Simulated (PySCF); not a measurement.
Species: C5H6FN (charge +1 and doublet state).
Z-matrix (Å and degrees, GFN2-xTB geometry), rows numbered from 1:
```
C 
C   1  1.3343
C   2  1.5020  1  124.05
F   3  1.3538  2  111.33  1    12.11
C   3  1.5353  2  117.19  1   137.79
C   5  1.4361  3  113.12  2    42.17
N   6  1.1400  5  176.80  3   -92.08
H   1  1.0829  2  121.56  3  -165.38
H   1  1.0844  2  122.96  3    13.10
H   2  1.0857  1  122.06  3  -178.64
H   3  1.1146  2  104.09  1  -102.12
H   5  1.0987  3  110.90  2   163.54
H   5  1.0993  3  108.44  2   -79.71
```

The hyperfine couplings belong to this conformer and change with its torsions.

As a line formula: `[CH2+][CH][C@@H](F)CC#N` [radical] (charge +1).

Method used: PySCF 2.14.0, UKS B3LYP, pcH-1 on C F H N, non-relativistic, mean-field spin-orbit, GIAO. Isolated species at its GFN2-xTB geometry (one conformer only). Couplings are sensitive to structure, and on GFN2-xTB geometries they can be far from those on DFT ones, by a factor of two or more for some ions and for spin on atoms past the first row. The frame is twisted about the C1–C2 bond at this geometry (dihedral H9–C1–C2–C3 = 13°); couplings at other torsion angles weren't computed. Stability of the SCF solution: not tested.

Principal values of hyperfine tensors in MHz (contact and dipolar terms together), for some of the nuclei:

```json
{"atom": "H11", "isotope": "1H", "A1": "225.01", "A2": "229.21", "A3": "243.99"}
{"atom": "H13", "isotope": "1H", "A1": "38.72", "A2": "42.45", "A3": "44.43"}
{"atom": "C1", "isotope": "13C", "A1": "-17.57", "A2": "-14.27", "A3": "107.34"}
{"atom": "F4", "isotope": "19F", "A1": "-20.70", "A2": "-19.79", "A3": "101.68"}
{"atom": "C5", "isotope": "13C", "A1": "8.71", "A2": "9.59", "A3": "22.70"}
{"atom": "H9", "isotope": "1H", "A1": "-31.21", "A2": "-19.07", "A3": "13.07"}
{"atom": "C3", "isotope": "13C", "A1": "-21.73", "A2": "-19.86", "A3": "4.60"}
{"atom": "C2", "isotope": "13C", "A1": "-26.07", "A2": "-19.81", "A3": "62.36"}
```

(1) Split each tensor into its isotropic and traceless parts, and turn a_iso into mT with g = 2.0042.

(2) What spin density at the nucleus of F4 lies behind its contact coupling (g_N = 5.25774)?

(3) H8 (1H, g_N = 5.58569) isn't in the table. Its spin density at the nucleus is -0.002562 bohr⁻³. What is its contact coupling?

(4) What first-order splitting does H13 cause when the field lies along A1, A2 or A3 of its tensor (g taken as isotropic, no quadrupole term)?

Answers

(1) a_iso = (A1 + A2 + A3)/3, Ti = Ai − a_iso; 1 mT corresponds to 28.052 MHz.

```tsv
atom	a_iso (MHz)	a_iso (mT)	T1	T2	T3
H11	232.74	8.297	-7.72	-3.53	11.25
H13	41.87	1.493	-3.14	0.58	2.56
C1	25.17	0.897	-42.74	-39.43	82.17
F4	20.40	0.727	-41.10	-40.19	81.29
C5	13.67	0.487	-4.96	-4.07	9.03
H9	-12.40	-0.442	-18.81	-6.67	25.48
C3	-12.33	-0.440	-9.40	-7.53	16.93
C2	5.49	0.196	-31.57	-25.30	56.87
```

(2) a_FC = 800.24 MHz bohr³ × g_N × ρ(0)/(2S). With a_FC = 20.40 MHz and 2S = 1, ρ(0) = 0.004848 bohr⁻³.

(3) By the same relation, a_FC = -11.45 MHz. Its full tensor has the principal values -31.00, -18.00, 14.64 MHz.

(4) 2 lines (I = 1/2), spaced by |A_i|/(g × 13.996): 1.38, 1.51, 1.58 mT along the axes of A1, A2 and A3.

The SMILES draws the unpaired electron on C2; the largest computed Mulliken spin population is on C1 (0.49 against 0.31).
